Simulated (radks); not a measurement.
Results of a calculation; reference values are marked as such.
Species: Ge XV. Configuration: [Ar]. Code: a radial shooting solver on a logarithmic mesh with Libxc functionals. Model: non-relativistic Kohn-Sham, r2SCAN, spin-polarised, spherical densities, point nucleus; meta-GGA in the generalised Kohn-Sham scheme.

Radial electron density D(r) = 4 pi r^2 rho(r):

| r (bohr) | D(r) (e/bohr) |
|---|---|
| 0.003444 | 2.699 |
| 0.004309 | 3.997 |
| 0.00539 | 5.838 |
| 0.006744 | 8.381 |
| 0.008437 | 11.77 |
| 0.01056 | 16.10 |
| 0.01321 | 21.30 |
| 0.01652 | 27.03 |
| 0.02067 | 32.60 |
| 0.02586 | 36.98 |
| 0.03235 | 39.08 |
| 0.04047 | 38.33 |
| 0.05063 | 35.43 |
| 0.06335 | 32.70 |
| 0.07925 | 33.09 |
| 0.09915 | 37.77 |
| 0.124 | 43.84 |
| 0.1552 | 45.15 |
| 0.1942 | 37.64 |
| 0.2429 | 24.80 |
| 0.3039 | 15.90 |
| 0.3802 | 15.79 |
| 0.4756 | 18.59 |
| 0.595 | 15.99 |
| 0.7444 | 8.659 |
| 0.9314 | 2.735 |
| 1.165 | 0.4582 |
| 1.458 | 0.03589 |
| 1.824 | 0.001117 |

D(r) has 3 maxima, at r = 0.0339, 0.144, 0.491 bohr, and minima at 0.0697, 0.337 bohr, inside which lie 2.08, 10.37 electrons.
